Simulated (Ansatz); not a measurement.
Isomers of C3H6SiTe, relaxed with PBE0-D4/def2-TZVP in Ansatz; electronic energies, one conformer each and not always the lowest. Functionals use def2-TZVPP; CBS adds triple-zeta CCSD(T) − MP2 to the MP2 limit of def2-TZVPP and def2-QZVPP.

Elements past krypton have def2 core potentials. Outer-core shells of Te are correlated without core-valence functions. Spin–orbit coupling is left out.

**Question.** Order them by energy at frozen-core CCSD(T)/CBS, lowest first. (Estimate.)
A. `[SiH3]CC1=C[Te]1`
B. `CC1=C[Te][SiH2]1`
C. `C#C[SiH2][Te]C`

**Answer.** B (0.0 kJ/mol), C (54.9 kJ/mol), A (171.1 kJ/mol).

**Question.** How do PBE0-D4, B3LYP, ωB97M-V, B2PLYP place them (kJ/mol, against `CC1=C[Te][SiH2]1`)? (An estimate is asked.)

**Answer.** The calculation gave: 
```csv
isomer,PBE0-D4,B3LYP,ωB97M-V,B2PLYP
`[SiH3]CC1=C[Te]1`,179.7,161.4,169.8,162.6
`C#C[SiH2][Te]C`,81.4,50.0,60.2,50.5
```

B3LYP here is the variant with VWN-RPA as its local correlation; programs differ in this.
